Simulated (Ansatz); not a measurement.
Kohn–Sham single points on Cl2H4OSi2 (`O[SiH](Cl)[SiH2]Cl`).

```yaml
crystal:
  periodic: [false, false, false]
  atoms:
    - {symbol: O, position_ang: [1.336537, 0.841196, 1.203515]}
    - {symbol: Si, position_ang: [0.474180, 0.726698, -0.184300]}
    - {symbol: Cl, position_ang: [-0.797866, 2.332572, -0.403240]}
    - {symbol: Si, position_ang: [-0.812603, -1.218115, -0.003261]}
    - {symbol: Cl, position_ang: [-1.846392, -1.426633, -1.773556]}
    - {symbol: H, position_ang: [1.927282, 1.587494, 1.323010]}
    - {symbol: H, position_ang: [1.351886, 0.753090, -1.381491]}
    - {symbol: H, position_ang: [-1.790801, -1.113944, 1.106386]}
    - {symbol: H, position_ang: [0.031576, -2.424659, 0.181937]}
basis:
  gaussian: {orbitals: def2-TZVPP}
hamiltonian: {xc: {name: wB97X-V}}
output: {orbitals: {seedname: orbitals}}
```

```sh
$ ansatz run in.yaml --threads 4 --pin off --events-out ev --progress --plain --max-ram 10444MiB
```

Shortened log:

```
Functional definition: wB97X-V
1589 factors; their error is unknown
296 factors; integrals over basis functions are off by at most 2.3e-5 eV
mean field evaluation 1: about -42908.3875 eV, gradient 4.7e1 eV
mean field evaluation 2: about -42907.7658 eV, gradient 5.3e1 eV
mean field evaluation 4: about -42912.1765 eV, gradient 1.6e0 eV
mean field evaluation 8: about -42912.1911 eV, gradient 7.1e-2 eV
mean field evaluation 16: about -42912.2419 eV, gradient 6.9e-5 eV
mean field -42912.24186308 eV, -1576.9958015060 hartree, gradient 2.9e-5 eV, S^2 0.000000; 0 other end points of the search recorded, 0 dependent functions left out
reference -42912.24186093 eV, -1576.9958014270 hartree; 37, 37 occupied and 218, 218 virtual orbitals, 1589 factors
Total energy: -42912.24186093 eV, -1576.9958014270 hartree
```

Hardware: 4 threads of an Arm Neoverse V1 on a shared host. Wall time 9 s, peak host memory 0.96 GiB.

With the line `hamiltonian: {xc: pbe0, dispersion: d4}` (abridged; 3.9 s):

```
Functional definition: PBE0
mean field evaluation 16: about -42902.0298 eV, gradient 1.6e-4 eV
mean field -42902.02975358 eV, -1576.6205134037 hartree, gradient 4.5e-5 eV, S^2 0.000000
Total energy: -42902.26787397 eV, -1576.6292641669 hartree
```

The same input with `hamiltonian: {xc: {name: B2PLYP}}` (abridged; 5.5 s):

```
Functional definition: B2PLYP
mean field evaluation 16: about -42896.5097 eV, gradient 1.6e-5 eV
mean field -42896.50967050 eV, -1576.4176540925 hartree, gradient 5.3e-6 eV, S^2 0.000000
21 core orbitals not correlated: weight in the atoms' cores, before any rotation towards them, 1.000 or more for the frozen orbitals, at most 0.000 for the correlated occupied ones
second order -28.28575491 eV of doubles, -0.00000000 eV of singles
Total energy: -42904.14701847 eV, -1576.6983214534 hartree
```
